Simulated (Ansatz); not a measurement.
Molecule: C₄H₁₂Sn, charge 0, multiplicity 1. 
Coordinates optimised at B3LYP-D3(BJ)/def2-TZVP (Ansatz, an electronic-structure program):
```xyz
17

C     -0.3064    -1.5266    -1.5051
Sn     0.0000     0.0000     0.0000
C     -0.0960     1.9556    -0.9254
C     -1.5408    -0.1589     1.5135
C      1.9432    -0.2701     0.9170
H     -1.2820    -1.4016    -1.9747
H     -0.2604    -2.5167    -1.0517
H      0.4634    -1.4574    -2.2735
H      0.0569     2.7336    -0.1776
H     -1.0701     2.1041    -1.3910
H      0.6753     2.0484    -1.6898
H     -2.5247    -0.0246     1.0643
H     -1.5032    -1.1396     1.9873
H     -1.3977     0.6049     2.2777
H      2.0044    -1.2516     1.3868
H      2.7282    -0.1924     0.1650
H      2.1098     0.4929     1.6773
```

Property: atomisation energy (electronic, to ground-state atoms), in kcal/mol. Valence correlation only, unless marked. Open shells are spin-unrestricted. Spin-orbit coupling is left out. The frozen core is the preceding noble-gas configuration, with the filled d and f shells of earlier blocks. In def2 rows, elements after Kr have scalar-relativistic effective core potentials. STO-3G rows are all-electron and non-relativistic. The coupled-cluster limit lacks core correlation, which all-electron functionals hold. Basis-set limits of correlation are two-point, X^-3; Hartree-Fock from the larger set.

```json
[
 {"level": "HF/def2-SVPD", "program": "Ansatz", "atomisation energy (kcal/mol)": "1111.9"},
 {"level": "HF/def2-QZVPPD", "program": "Ansatz", "atomisation energy (kcal/mol)": "1105.9"},
 {"level": "revPBE-D3(BJ)/def2-TZVPD", "program": "Ansatz + dftd3", "atomisation energy (kcal/mol)": "1442.8"},
 {"level": "BHLYP/def2-TZVPD", "program": "Ansatz", "atomisation energy (kcal/mol)": "1423.1"},
 {"level": "HSE06-D3(BJ)/def2-TZVPD", "program": "Ansatz + dftd3", "atomisation energy (kcal/mol)": "1462.4"},
 {"level": "CAM-B3LYP-D4/def2-TZVPD", "program": "Ansatz + dftd4", "atomisation energy (kcal/mol)": "1464.9"},
 {"level": "LC-wPBE-D3(BJ)/def2-TZVPD", "program": "Ansatz + dftd3", "atomisation energy (kcal/mol)": "1461.9"}
]
```

What does CCSD(T)/CBS(def2-TZVPPD,def2-QZVPPD) (Ansatz) give?

1460.3 kcal/mol
